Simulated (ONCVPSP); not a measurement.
**Potentials for carbon (C) compared**

Generated with ld1.x 7.5 (TM, RRKJ, ultrasoft, PAW), atompaw 4.2 or ONCVPSP 4.0.1. The cutoff is in Ry: for ld1.x and atompaw files where the sum of valence levels is converged to 10 mRy in a Bessel basis, for ONCV files where the hardest occupied wave has 1 mHa per electron of residual kinetic energy. The error is the largest all-electron minus pseudo excitation energy over each file’s own four to seven test configurations (ionisations up to +4, promotions, holes and added fractions of an electron), all of which were solved. The labels leave out finer settings (local radius, basis sizes, second energies), which also bear on the numbers. Spin-polarised tests are not counted. The rows are a selection from randomly drawn settings: files with unsolved tests, undetermined cutoffs or missed reference levels are left out.

A true bound ghost makes a file unfit for plane-wave use even where its test errors are small: the radial tests pick states by their node count and pass the ghost by.

```tsv
potential	cutoff (Ry)	largest error (meV)	bound ghosts
ONCV, PW91, scalar-relativistic, rc 1.30/1.50 (sp), local smoothed, core correction yes, reference 2s2 2p2, qcut 5.8/5.9, projectors 3/2	32	+222	s
ONCV, LDA (Perdew-Wang 92), scalar-relativistic, rc 1.35/2.15 (sp), local smoothed, core correction yes, reference 2s2 2p2, qcut 5.5/8.1, projectors 2/2	32	+395	none
ONCV, PBE, scalar-relativistic, rc 1.35/2.10/2.00 (spd), local s, core correction yes, reference 2s2 2p2, qcut 6.2/5.9/4.9, projectors 0/2/2	28	+805	none
ONCV, LDA (Perdew-Wang 92), scalar-relativistic, rc 0.95/2.50/2.25 (spd), local smoothed, core correction no, reference 2s1.75 2p2.25, qcut 6.9/6.8/4.7, projectors 2/2/2	39	+539	none
ONCV, LDA (Perdew-Zunger), scalar-relativistic, rc 0.82/2.00 (sp), local smoothed, core correction yes, reference 2s2 2p1, qcut 6.9/6.2, projectors 1/3	235	+203	none
ONCV, LDA (Perdew-Zunger), scalar-relativistic, rc 1.00/2.30/2.05 (spd), local smoothed, core correction yes, reference 2s2 2p2, qcut 6.3/7.1/4.4, projectors 2/2/2	38	+789	none
ONCV, PBE, scalar-relativistic, rc 1.15/3.00 (sp), local smoothed, core correction yes, reference 2s2 2p2, qcut 6.1/4.6, projectors 2/2	36	+2664	none
```

Fill in the row for C: ONCV, PBE, scalar-relativistic, rc 1.10/1.60 (sp), local smoothed, core correction yes, reference 2s2 2p2, qcut 6/4.2, projectors 2/2.

cutoff 134 Ry, largest error +645 meV, bound ghosts: none.

Fill in the row for C: ONCV, LDA (Perdew-Zunger), scalar-relativistic, rc 1.05/1.95 (sp), local smoothed, core correction no, reference 2s1.75 2p2.25, qcut 7.1/6, projectors 2/2.

cutoff 40 Ry, largest error +414 meV, bound ghosts: none.
